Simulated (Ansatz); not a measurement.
Mulliken charges of CH4AlFO, SMILES `[OH][AlH][CH2]F` from B3LYP/def2-TZVPP in Ansatz (PBE0-D4/def2-TZVP geometry).

| atom | x (Å) | y (Å) | z (Å) | charge (e) |
| --- | --- | --- | --- | --- |
| O1 | -1.732 | 0.753 | -0.529 | -0.415 |
| Al2 | -0.101 | 0.760 | -0.064 | 0.563 |
| C3 | 0.673 | -1.036 | 0.216 | -0.093 |
| F4 | 2.019 | -0.929 | 0.592 | -0.265 |
| H5 | -2.246 | 1.539 | -0.701 | 0.173 |
| H6 | 0.700 | 2.112 | 0.120 | -0.146 |
| H7 | 0.627 | -1.656 | -0.688 | 0.092 |
| H8 | 0.151 | -1.599 | 0.998 | 0.091 |

Question: By hand: the dipole of these point charges (1 e Å = 4.8032 D).

Answer: Σ q r = (-0.355, 0.118, -0.105) e Å, of length 0.389 e Å = 1.87 D.

Question: How does the dipole of the full density compare? (Estimate.)

Answer: Ansatz gave: (-0.349, 0.190, -0.105) e Å, 1.97 D; the point charges give 0.95 times that, at 10° from its direction.

Point charges leave out the atoms' own dipoles, such as those of lone pairs, and Mulliken's split depends on the basis, so the close match here is no proof of good charges.

B3LYP here is the variant with VWN-RPA as its local correlation; programs differ in this.
